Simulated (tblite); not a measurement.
Species: C₇H₇FOS.
Structure used (GFN2-xTB), in Å, numbered top down from 1:
```
atom  x, y, z in Å
C1    -1.9591   -0.8007   -0.3186
C2    -1.0275   -0.4034    0.8299
C3     0.3551   -0.1597    0.3265
C4     1.3742   -1.1311    0.3239
C5     2.5429   -0.6825   -0.2164
S6     2.4535    0.9378   -0.7411
C7     0.7935    1.0308   -0.2309
C8     0.0387    2.2406   -0.3867
O9    -1.0984    2.4681   -0.1262
F10    0.8071    3.2482   -0.9210
H11   -2.9509   -1.0160    0.0694
H12   -2.0381    0.0133   -1.0340
H13   -1.5842   -1.6845   -0.8302
H14   -1.4132    0.5041    1.2950
H15   -1.0023   -1.2025    1.5728
H16    1.2417   -2.1249    0.7124
H17    3.4601   -1.2255   -0.3348
```

All values are computed: GFN2-xTB (tblite) harmonic vibrations without scaling, gas phase. The method is semi-empirical: single wavenumbers can be off by several per cent or more. One conformer, not necessarily the lowest.

Harmonic wavenumbers (cm⁻¹): 50.5, 64.5, 113.2, 152.1, 161.8, 202.8, 296.4, 333.9, 399.5, 424.7, 453.6, 551.0, 623.7, 655.4, 682.6, 701.6, 770.4, 820.9, 846.9, 850.7, 921.9, 945.2, 1038.1, 1074.1, 1076.7, 1088.9, 1192.2, 1215.7, 1244.9, 1308.5, 1402.1, 1410.7, 1420.5, 1466.5, 1493.8, 1497.5, 1531.2, 1807.1, 2986.1, 3004.3, 3035.5, 3049.1, 3054.8, 3134.3, 3161.0.

A = 1342, B = 1270, C = 691.4 MHz; mass 158.020 u (most abundant isotopes); point group C1, symmetry number 1.

Q: What is the zero-point energy?

A: Half the sum of the wavenumbers: 26858 cm⁻¹ = 76.79 kcal/mol.

Q: Give the ideal-gas entropy at 298.15 K and 1 bar in the rigid-rotor, harmonic-oscillator model (classical rotation).

A: Translation 41.11, rotation 29.99, vibration 28.40: S = 99.5 cal/(mol K).

Q: And Cp and H(298.15 K) − H(0)?

A: Cp = 37.68 cal/(mol K), of which vibrations give 29.74 (their classical limit is 45 R = 89.4); H(298.15 K) − H(0) = 6.84 kcal/mol without the zero-point energy, 4.47 from vibrations.

Q: Blend soft modes into free rotors: weight 1/[1 + (100 cm⁻¹/ν̃)⁴] for the oscillator and the rest for a rotor with moment μB/(μ + B), μ = h/(8π²ν), B = 10⁻⁴⁴ kg m². What vibrational entropy results?

A: 26.12 cal/(mol K) in place of 28.40, which changes −T·S at 298.15 K by +0.68 kcal/mol.

Q: What must be added to the electronic energy to get the Gibbs energy at 298.15 K and 1 bar?

A: ZPE + [H(298.15 K) − H(0)] − T·S = 76.79 + 6.84 − 29.66 = 53.97 kcal/mol.

Hindered rotation and anharmonicity are outside this model. Other conformers, if any are populated, would add a mixing term that is left out. The structure is chiral; the term R ln 2 for an equal mix with its mirror image is left out.
